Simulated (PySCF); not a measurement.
C5H10N (SMILES [CH]=NC(C)(C)C), doublet, geometry from GFN2-xTB. Base run: PBE0/STO-3G (PySCF).

Geometry (Å):
```xyz
16

C      0.4544     1.8836     0.8852
N      0.7685     0.8318     0.3297
C     -0.0562    -0.2557    -0.1208
C      0.4249    -1.5138     0.6113
C      0.1837    -0.4034    -1.6276
C     -1.5443    -0.0123     0.1602
H      1.1997     2.6130     1.1666
H      0.2656    -1.4094     1.6822
H     -0.1214    -2.3843     0.2578
H      1.4863    -1.6678     0.4333
H     -0.3658    -1.2586    -2.0119
H     -0.1471     0.4912    -2.1503
H      1.2430    -0.5474    -1.8259
H     -1.7055     0.1118     1.2284
H     -1.8749     0.8921    -0.3449
H     -2.1347    -0.8535    -0.1933
```
Charge 0, spin multiplicity 2.
Orbitals are unrestricted.
All else is at PySCF's defaults.

The base run was repeated with changes; each row names its change, and settings that it needs were set with it.

```
change                                      E (Eh)  HOMO (eV)  dipole (D)  <S^2>  core-seconds (rough)                outcome
--------------------------------------  ----------  ---------  ----------  -----  --------------------  ---------------------
base                                    -247.85621      -2.77        0.97  0.753                    10              converged
functional = b3lyp                      -248.12360      -2.49        0.99  0.752                    10              converged
functional = wb97x_v                             -          -           -      -                     -  cut at the time limit
functional = o3lyp                      -248.09895      -1.91        1.00  0.752                    10              converged
functional = mn15                       -246.66129      -3.10        0.95  0.752                    20              converged
functional = tpssh                      -248.20479      -2.02        1.00  0.752                    20              converged
functional = x3lyp                      -247.99164      -2.55        0.98  0.752                    10              converged
functional = m06                        -247.86455      -2.37        0.96  0.751                    20              converged
functional = scan                       -248.03229      -1.53        1.02  0.751                    20              converged
functional = b97-1                      -248.07109      -2.43        0.98  0.752                     9              converged
functional = hse06                      -247.87731      -2.36        0.96  0.753                    40              converged
functional = wb97m_v                             -          -           -      -                     -  cut at the time limit
functional = pbe0; dispersion = d3zero  -247.86309      -2.77        0.97  0.753                     9              converged
```

Totals shift with the method and basis; they matter in differences.

Open shells are given as the SCF converged; they aren't shown to be the lowest states, and a large step between rows can be another state.
